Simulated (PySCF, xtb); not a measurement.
Ag(I) anion (AgI), SMILES [Ag][I] (connectivity only; charge and spin as stated), charge -1, multiplicity 2.

Harmonic wavenumbers (cm⁻¹) from GFN2-xTB run with xtb at its own minimum, in rising order: 89.

Problem. What does B3LYP-D3(BJ)/def2-TZVPD in PySCF 2.14.0 give at its own minimum? (The exact figures need the calculation; the answer reports its results.)

Solution. 111. Paired by order, the mean absolute difference is 22 cm⁻¹ and the zero-point energies are 0.1 and 0.2 kcal/mol.
